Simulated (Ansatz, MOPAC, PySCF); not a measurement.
System: C₄H₉O, net charge 1, singlet state. SMILES: CCCC=[OH+]
Coordinates optimised at B3LYP-D3(BJ)/def2-TZVP (Ansatz, a quantum-chemistry and plane-wave program):
```xyz
14

C     -2.3456    -0.2762    -0.0229
C     -0.9500     0.3231    -0.1730
C      0.1266    -0.6673     0.2581
C      1.5082    -0.2570     0.1783
O      1.8181     0.8980    -0.2397
H     -2.4642    -1.1692    -0.6390
H     -3.0988     0.4452    -0.3351
H     -2.5536    -0.5470     1.0138
H     -0.8609     1.2308     0.4275
H     -0.7724     0.6143    -1.2104
H     -0.0028    -1.0244     1.2976
H      0.0834    -1.6244    -0.2961
H      2.3123    -0.9333     0.4764
H      2.7769     1.0883    -0.2595
```
Charge +1, spin multiplicity 1.

Unscaled harmonic wavenumbers (cm⁻¹) in rising order, each level at the stationary point that it reaches from this structure (no distance between atoms moves by over 0.3 Å); the order of modes can differ between levels, and a negative number is imaginary. B3LYP-D3(BJ)/def2-TZVP (PySCF, at the structure above): 79, 166, 190, 244, 344, 550, 657, 752, 855, 874, 988, 1005, 1040, 1119, 1146, 1238, 1239, 1323, 1324, 1351, 1406, 1431, 1437, 1490, 1503, 1505, 1623, 2938, 2944, 3042, 3051, 3081, 3109, 3116, 3129, 3637.

AM1 (MOPAC): 61, 124, 171, 201, 382, 614, 646, 766, 874, 963, 978, 1109, 1112, 1164, 1189, 1216, 1235, 1250, 1281, 1337, 1380, 1385, 1387, 1398, 1432, 1485, 1737, 2902, 2993, 3015, 3054, 3061, 3064, 3089, 3154, 3226. Zero-point energy 77.8 against 78.5 kcal/mol; where all levels lie over 400 cm⁻¹, the wavenumbers are on average 1.003 times those of B3LYP-D3(BJ)/def2-TZVP.

PM3 (MOPAC): 79, 146, 198, 212, 376, 611, 615, 757, 854, 925, 944, 1019, 1040, 1096, 1102, 1129, 1132, 1169, 1200, 1289, 1317, 1377, 1394, 1403, 1412, 1416, 1669, 2840, 2903, 2949, 2957, 3030, 3080, 3081, 3178, 3762. Zero-point energy 76.7 against 78.5 kcal/mol; where all levels lie over 400 cm⁻¹, the wavenumbers are on average 0.975 times those of B3LYP-D3(BJ)/def2-TZVP.

PM7 (MOPAC): 64, 120, 173, 200, 362, 588, 602, 761, 875, 942, 956, 1091, 1100, 1103, 1139, 1149, 1151, 1204, 1213, 1248, 1280, 1282, 1298, 1314, 1343, 1395, 1558, 2545, 2596, 2640, 2644, 2656, 2668, 2676, 2732, 2777. Zero-point energy 70.7 against 78.5 kcal/mol; where all levels lie over 400 cm⁻¹, the wavenumbers are on average 0.931 times those of B3LYP-D3(BJ)/def2-TZVP.

B3LYP/6-31G* (Ansatz): 79, 157, 188, 243, 342, 564, 653, 755, 863, 874, 988, 1007, 1042, 1123, 1151, 1247, 1248, 1333, 1357, 1360, 1420, 1447, 1454, 1515, 1529, 1530, 1640, 2962, 2964, 3061, 3070, 3105, 3132, 3150, 3151, 3604. Zero-point energy 79.1 against 78.5 kcal/mol; where all levels lie over 400 cm⁻¹, the wavenumbers are on average 1.008 times those of B3LYP-D3(BJ)/def2-TZVP.
